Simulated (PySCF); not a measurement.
**`F[C@@H]1[C@@H](Cl)C12CC2`, C5H6ClF**

Geometry (Å), atoms numbered from 1 in this order:
```xyz
13

F    -0.1468   -1.4004    1.7643
C    -1.0301   -0.7573    0.9657
C    -1.2547   -1.2988   -0.4205
Cl   -2.8703   -1.3013   -1.1152
C    -0.5377   -0.0241   -0.2092
C    -0.5927    1.3511   -0.7466
C     0.7153    0.5986   -0.6899
H    -1.8971   -0.3733    1.5155
H    -0.6712   -2.1798   -0.7043
H    -1.0718    1.4799   -1.7216
H    -0.7497    2.1728   -0.0423
H     1.4507    0.8949    0.0635
H     1.1399    0.2298   -1.6279
```

Method: TDDFT wB97X-D/def2-SVPD circular dichroism and optical rotation, one conformer, gas phase (PySCF). Geometry: PBE0-D3(BJ)/def2-SVP.

Stereocentres: C2 S, C3 S.

Give the optical rotatory dispersion at 633, 589.3, 546, 436, 405, 365, 355 nm.

[α] in deg dm⁻¹ (g/mL)⁻¹:
```
λ (nm)  origin-invariant length gauge  modified velocity gauge  length gauge (centre of mass)  isotropic polarisability (au)
   633                         -127.7                   -128.8                         -131.4                           71.5
 589.3                         -149.4                   -150.7                         -153.7                           71.8
   546                         -177.1                   -178.5                         -182.1                           72.0
   436                         -298.0                   -299.8                         -306.3                           73.2
   405                         -356.4                   -358.3                         -366.2                           73.7
   365                         -463.2                   -464.9                         -475.5                           74.6
   355                         -497.8                   -499.5                         -511.0                           74.9
```

And for the mirror image at 589.3 nm?

+149.4 deg dm⁻¹ (g/mL)⁻¹ (origin-invariant length gauge): the same size and the opposite sign.

What is the molar rotation [Φ] = [α]·M/100 of the geometry above at 589.3 nm?

With M = 120.55 g/mol, -180.1 deg cm² dmol⁻¹ (origin-invariant length gauge).

The first excitation lies at 6.83 eV (182 nm) with R = +4.5 × 10⁻⁴⁰ esu² cm² (velocity form).
